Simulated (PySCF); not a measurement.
**Stretching PbF**

Set-up: Pb def2-SVP with ECP60, F def2-SVP; scalar-relativistic core potentials (PySCF 2.14). Energies in eV from Pb + F in their ground configurations at the same level. State: ²Π (doublet), unpaired electrons π ↑.

All columns are M06-L. A positive dipole means Pb(−)F(+).

```json
{"R (Å)": "1.779", "E (eV)": "-3.339", "μ (D)": "-1.76", "Mulliken charge on Pb (basis-dependent)": "0.49", "HOMO (eV)": "-3.00", "LUMO (eV)": "-2.73", "Mayer bond order": "0.84", "⟨S²⟩": "0.75"}
{"R (Å)": "1.862", "E (eV)": "-4.107", "μ (D)": "-2.27", "Mulliken charge on Pb (basis-dependent)": "0.48", "HOMO (eV)": "-3.11", "LUMO (eV)": "-2.84", "Mayer bond order": "0.86", "⟨S²⟩": "0.75"}
{"R (Å)": "1.945", "E (eV)": "-4.534", "μ (D)": "-2.75", "Mulliken charge on Pb (basis-dependent)": "0.48", "HOMO (eV)": "-3.21", "LUMO (eV)": "-2.94", "Mayer bond order": "0.87", "⟨S²⟩": "0.75"}
{"R (Å)": "2.007", "E (eV)": "-4.693", "μ (D)": "-3.09", "Mulliken charge on Pb (basis-dependent)": "0.49", "HOMO (eV)": "-3.30", "LUMO (eV)": "-3.03", "Mayer bond order": "0.88", "⟨S²⟩": "0.75"}
{"R (Å)": "2.069", "E (eV)": "-4.752", "μ (D)": "-3.42", "Mulliken charge on Pb (basis-dependent)": "0.49", "HOMO (eV)": "-3.38", "LUMO (eV)": "-3.11", "Mayer bond order": "0.88", "⟨S²⟩": "0.75"}
{"R (Å)": "2.131", "E (eV)": "-4.735", "μ (D)": "-3.74", "Mulliken charge on Pb (basis-dependent)": "0.49", "HOMO (eV)": "-3.46", "LUMO (eV)": "-3.19", "Mayer bond order": "0.88", "⟨S²⟩": "0.75"}
{"R (Å)": "2.214", "E (eV)": "-4.629", "μ (D)": "-4.15", "Mulliken charge on Pb (basis-dependent)": "0.49", "HOMO (eV)": "-3.57", "LUMO (eV)": "-3.30", "Mayer bond order": "0.88", "⟨S²⟩": "0.75"}
{"R (Å)": "2.317", "E (eV)": "-4.409", "μ (D)": "-4.64", "Mulliken charge on Pb (basis-dependent)": "0.50", "HOMO (eV)": "-3.70", "LUMO (eV)": "-3.44", "Mayer bond order": "0.88", "⟨S²⟩": "0.75"}
{"R (Å)": "2.441", "E (eV)": "-4.077", "μ (D)": "-5.19", "Mulliken charge on Pb (basis-dependent)": "0.50", "HOMO (eV)": "-3.86", "LUMO (eV)": "-3.59", "Mayer bond order": "0.87", "⟨S²⟩": "0.75"}
{"R (Å)": "2.607", "E (eV)": "-3.591", "μ (D)": "-5.85", "Mulliken charge on Pb (basis-dependent)": "0.50", "HOMO (eV)": "-4.05", "LUMO (eV)": "-3.78", "Mayer bond order": "0.87", "⟨S²⟩": "0.75"}
```

A fit through these points gives, at Re = 2.084 Å, μ = -3.50 D and dμ/dR = -5.21 D/Å; the reduced mass is 17.41 u.

Task: How strong is the fundamental in the double-harmonic approximation, I = 42.26·(dμ/dR)²/μred km/mol?

Result: I = 42.26·(-5.21)²/17.41 = 65.9 km/mol at M06-L.

These are scalar-relativistic numbers at best; spin–orbit coupling would shift them, the dissociation energy most. The state is the lowest determinant that a PBE0 search found; another state may lie lower at other levels.
